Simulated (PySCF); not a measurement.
CH₃ClSn, neutral, multiplicity 1. Atoms are numbered in the order given.

```xyz
6

Sn     0.4294     0.4105     0.0000
Cl    -0.3393    -1.8859     0.0000
C     -1.6247     1.2419     0.0000
H     -1.6306     2.3432     0.0000
H     -2.1618     0.8708    -0.8890
H     -2.1618     0.8708     0.8890
```
Charge 0, spin multiplicity 1.

The structure is a stationary point at B3LYP-D3(BJ)/def2-SVP. The def2 effective core potentials stand for the cores of Sn; spin–orbit coupling is left out.

Computed with TDA-M06-2X/def2-SVPD run with PySCF.

Vertical excitations.  State labels are in the subgroup Cs.

| state | symmetry | energy (eV) | λ (nm) | f | main pairs |
|---|---|---|---|---|---|
| S1 | A" | 2.80 | 443 | 0.031 | HOMO→LUMO 98 % |
| S2 | A' | 5.01 | 247 | 0.108 | HOMO→LUMO+1 89 % |
| S3 | A" | 5.05 | 245 | 0.014 | HOMO−1→LUMO 98 % |
| S4 | A" | 5.41 | 229 | 0.008 | HOMO−3→LUMO 97 % |
| S5 | A' | 5.58 | 222 | 0.061 | HOMO−2→LUMO 89 % |
| S6 | A' | 6.21 | 200 | 0.009 | HOMO→LUMO+2 92 % |
| S7 | A' | 6.57 | 189 | 0.544 | HOMO→LUMO+3 94 % |
| S8 | A' | 7.09 | 175 | 0.113 | HOMO−1→LUMO+1 68 %, HOMO−3→LUMO+1 13 % |
| S9 | A" | 7.10 | 175 | 0.012 | HOMO−2→LUMO+1 82 % |
| S10 | A' | 7.69 | 161 | 0.026 | HOMO→LUMO+4 74 % |
| T1 | A" | 1.65 | 750 | 0 | HOMO→LUMO 95 % |
| T2 | A' | 3.94 | 315 | 0 | HOMO→LUMO+1 83 % |
| T3 | A" | 4.63 | 268 | 0 | HOMO−1→LUMO 77 %, HOMO−3→LUMO 18 % |
| T4 | A' | 4.93 | 252 | 0 | HOMO−2→LUMO 97 % |
Triplets are in the Tamm–Dancoff approximation.
